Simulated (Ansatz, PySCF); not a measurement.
CH4OSSn, SMILES [O]([Sn][SH])C (connectivity only; charge and spin as stated), neutral, multiplicity 1.

Coordinates come from a B3LYP-D3(BJ)/def2-SVP optimisation. The def2 effective core potentials stand for the cores of Sn; spin–orbit coupling is left out. Other conformers were not sampled.

Vertical ionisation energy (IE) and electron affinity (EA) in eV. Rows of orbital energies are one-electron estimates. Where ΔSCF, EOM or ADC give a negative EA the extra electron is unbound and the value depends on the basis.

| level | IE | EA |
|---|---|---|
| −ε(HOMO), −ε(LUMO), M06-2X/def2-TZVP (PySCF) | 8.28 | 1.58 |
| −ε(HOMO), −ε(LUMO), PBE/def2-TZVP (PySCF) | 6.16 | 2.96 |
| ΔSCF, CAM-B3LYP/def2-SVPD (Ansatz), final states of multiplicity 2 and 2 | 9.48 | 0.74 |
| ΔSCF, PBE/def2-SVPD (Ansatz), final states of multiplicity 2 and 2 | 9.03 | 0.55 |

### Question
What vertical singlet–triplet gap does ΔSCF give with CAM-B3LYP/def2-SVPD (Ansatz, a first-principles code) and with PBE/def2-SVPD (Ansatz)? (The exact figures need the calculation; the answer reports its results.)

### Answer
3.11 and 3.06 eV (triplet above singlet where positive).
